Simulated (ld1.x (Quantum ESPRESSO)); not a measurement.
# Varying the PAW potential for platinum

Base potential:

```
Element                 : platinum
Generator               : ld1.x (Quantum ESPRESSO) 7.5
Type                    : PAW
Functional              : PBE
Relativity              : fully relativistic
Frozen core             : [Kr] 4d10 4f14
Valence charge          : 18
Reference configuration : 5s2 5p6 5d9 6s0.5 6p0.5
Partial waves           : 5s (bound): rcut 1.55, rcutus 1.65 bohr; 6s (bound): rcut 1.55, rcutus 1.65 bohr; 5p (bound): rcut 1.45, rcutus 1.55 bohr; 6p (bound): rcut 1.45, rcutus 1.55 bohr; 5d (bound): rcut 1.70, rcutus 1.95 bohr; 5d channel at 2.2 Ry: rcut 1.70, rcutus 1.95 bohr
Local potential         : all-electron potential smoothed inside 1.40 bohr (lloc = -2)
Core correction         : Bessel-smoothed model core inside 1.35 bohr
Augmentation charge     : BESSEL, radius 1.15 bohr
```

Open shells are filled in proportion to 2j + 1 (rel_dist='average').

All-electron outer shells of the reference configuration (PBE, scalar-relativistic, ld1.x):

| shell | level (eV) | outermost node (bohr) | outermost maximum (bohr) |
| --- | --- | --- | --- |
| 4d | -307.91 | 0.20 | 0.42 |
| 5s | -102.91 | 0.49 | 0.87 |
| 4f | -71.15 | – | 0.38 |
| 5p | -57.12 | 0.53 | 0.98 |
| 5d | -7.20 | 0.57 | 1.26 |
| 6s | -6.46 | 1.14 | 2.35 |
| 6p | -1.40 | 1.36 | 3.55 |

Cutoffs, loose and tight: the cutoffs (Ry, on a coarse ladder) from which the occupation-weighted sum of valence levels, in a spherical-Bessel basis at the reference potential, stays within 10 and 1 mRy of its value at 400 Ry. They do not see the model core or the augmentation charge, which bear on the density cutoff. Test errors are all-electron minus pseudo excitation energies from the reference, over the configurations 5s2 5p6 5d9 6s1 6p0; 5s2 5p6 5d9 6s0 6p0; 5s2 5p6 5d8 6s0 6p0; 5s2 5p6 5d9 6s0 6p1; 5s2 5p6 5d6 6s0 6p0; 5s2 5p6 5d8 6s1 6p0; 5s2 5p6 5d9.5 6s0.5 6p0. A dash means not determined; rows that change the core or the reference have their own tests.

Cutoffs are not given where the Bessel-basis levels miss the radial ones by over 6 mRy, ghosts where they miss by over 20 mRy; a channel whose overlap is not positive is not tested.

| change | outcome | bound ghosts | largest test error (meV) |
| --- | --- | --- | --- |
| base | generated | not determined | +163 |
| core correction a·sin(br)/r model core, default radius (ld1.x builds one for every PAW set, though the input has nlcc=.false.) | generated | not determined | +146 |
| core correction Bessel-smoothed model core inside 0.68 bohr | generated | not determined | +198 |
| core correction Bessel-smoothed model core inside 0.84 bohr | generated | not determined | +195 |
| core correction Bessel-smoothed model core inside 1.04 bohr | generated | not determined | +186 |
| core correction Bessel-smoothed model core inside 1.20 bohr | generated | not determined | +174 |
| core correction Bessel-smoothed model core inside 1.36 bohr | generated | not determined | +162 |
| core correction Bessel-smoothed model core inside 1.52 bohr | generated | not determined | +152 |
| core correction Bessel-smoothed model core inside 1.68 bohr | generated | not determined | +144 |
| core correction Bessel-smoothed model core inside 1.86 bohr | generated | not determined | +142 |
